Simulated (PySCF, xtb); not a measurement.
C₂H₆BClO, SMILES COB(C)Cl.

Coordinates come from a B3LYP-D3(BJ)/def2-SVP optimisation. This is a generated structure with no PubChem entry under its InChIKey; it may be hypothetical. Other conformers were not sampled.

The numbers are results of IEF-PCM-ωB97X/def2-SVP in PySCF, not measurements.

The values are the electrostatic part of the solvation free energy, E(continuum) − E(gas) at the gas-phase geometry, in a cavity of scaled van der Waals radii (PySCF's table); cavitation and dispersion terms are not included. In vacuum the orbital gap is 13.59 eV. The dipole moment in vacuum is 3.19 D.

Computed values in water (ε = 78.36), diethylether (ε = 4.24), N,N-dimethylformamide (ε = 37.22):
```
solvent                    ε  ΔG(elec) (kcal/mol)  dipole (D)  gap (eV)
---------------------  -----  -------------------  ----------  --------
water                  78.36                 -4.0        3.95     13.88
diethylether            4.24                 -2.7        3.71     13.81
N,N-dimethylformamide  37.22                 -3.9        3.94     13.88
```

For comparison, GFN2-xTB/ALPB(water) (xtb, at the GFN2-xTB geometry, all terms of that model) gives -3.2 kcal/mol.
